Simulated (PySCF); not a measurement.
The vertical singlet excitations below were computed for one of the candidates. Computed with TDDFT CAM-B3LYP/def2-SVPD, vertical, gas phase, core orbitals frozen in the response (PySCF 2.14.0, density-fitted response routines). Geometries: GFN2-xTB, one conformer each.

```json
{"state": "S1", "E (eV)": "5.62", "λ (nm)": "220.5", "f": "0.014"}
{"state": "S2", "E (eV)": "6.15", "λ (nm)": "201.6", "f": "0.0037"}
{"state": "S3", "E (eV)": "6.37", "λ (nm)": "194.5", "f": "0.017"}
{"state": "S4", "E (eV)": "6.56", "λ (nm)": "189.0", "f": "0.063"}
{"state": "S5", "E (eV)": "6.82", "λ (nm)": "181.9", "f": "0.086"}
{"state": "S6", "E (eV)": "6.93", "λ (nm)": "178.8", "f": "0.064"}
{"state": "S7", "E (eV)": "7.16", "λ (nm)": "173.1", "f": "0.162"}
{"state": "S8", "E (eV)": "7.33", "λ (nm)": "169.2", "f": "0.051"}
```

Triplets computed (Tamm–Dancoff): 4.94, 5.16, 5.41 eV.

Orbital energies (eV): HOMO-3 -10.25, HOMO-2 -10.04, HOMO-1 -9.72, HOMO -9.41, LUMO -0.16, LUMO+1 0.41, LUMO+2 0.71.

Problem. Which candidate is it? All have the formula C2H9FSi4.
A. `F[Si@@H]1C([SiH3])=C[Si@@H]1[SiH3]`
B. `F[Si@@H]1C([SiH3])=C[Si@H]1[SiH3]`
C. `C#C[Si@@H](F)[SiH2][SiH2][SiH3]`

Solution. C. Its S1, at 5.62 eV, is the highest among the candidates; the nearest of the others has S1 at 4.84 eV. S1 is HOMO→LUMO (62%). Löwdin shares by element: HOMO silicon 37% or more, carbon 34% (atoms not listed hold the other 29%); LUMO silicon 42% or more, carbon 25% (atoms not listed hold the other 32%). At the same level the other candidates give, for their lowest levels:
- `F[Si@@H]1C([SiH3])=C[Si@H]1[SiH3]`: 4.84 eV (f 0.002); 5.75 eV (f 0.003); 5.79 eV (f 0.004); 5.97 eV (f 0.020); 6.33 eV (f 0.145); T1 4.16 eV; HOMO -8.74, LUMO -0.16 eV
- `F[Si@@H]1C([SiH3])=C[Si@@H]1[SiH3]`: 4.80 eV (f 0.000); 5.63 eV (f 0.045); 5.76 eV (f 0.010); 6.10 eV (f 0.061); 6.31 eV (f 0.008); T1 4.15 eV; HOMO -8.74, LUMO -0.22 eV

The values belong to the conformer `[CH:1]#[C:2][Si@@H:3]([F:4])[SiH2:5][SiH2:6][SiH3:7]`: C2–Si3–Si5–Si6 -52°, Si3–Si5–Si6–Si7 -53°.
